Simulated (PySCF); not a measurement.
**Correlation energy of Ar⁺ (argon, charge +1)**

[Ne] 3s2 3p5, 2P determinant. All numbers are calculated (PySCF 2.14, the spin-free X2C one-electron Hamiltonian (Gaussian nucleus), in an even-tempered Gaussian basis (23 s from 0.01 bohr⁻², ratio 2.5; 15 p from 0.013 bohr⁻², ratio 2.5; 6 d from 0.91 bohr⁻², ratio 2.7; 5 f from 1.4 bohr⁻², ratio 2.7)). Frozen: 1s2; 15 electrons correlated; the 23 highest virtual orbitals of each spin left out.

MP2 pair energies summed by pair of shells (mhartree):

| pair | energy | share (%) |
| --- | --- | --- |
| 2p-2p | -191.49 | 39.1 |
| 3p-3p | -92.28 | 18.9 |
| 2s-2p | -59.30 | 12.1 |
| 3s-3p | -51.89 | 10.6 |
| 2p-3p | -45.30 | 9.3 |
| 2p-3s | -17.98 | 3.7 |
| 2s-2s | -10.11 | 2.1 |
| 3s-3s | -9.70 | 2.0 |
| 2s-3p | -7.86 | 1.6 |
| 2s-3s | -3.31 | 0.7 |

Total MP2 correlation energy: -489.22 mhartree.

Same-spin part -128.32 and opposite-spin part -360.90 mhartree; SCS-MP2 scales them by 1/3 and 6/5 to -475.85 mhartree.
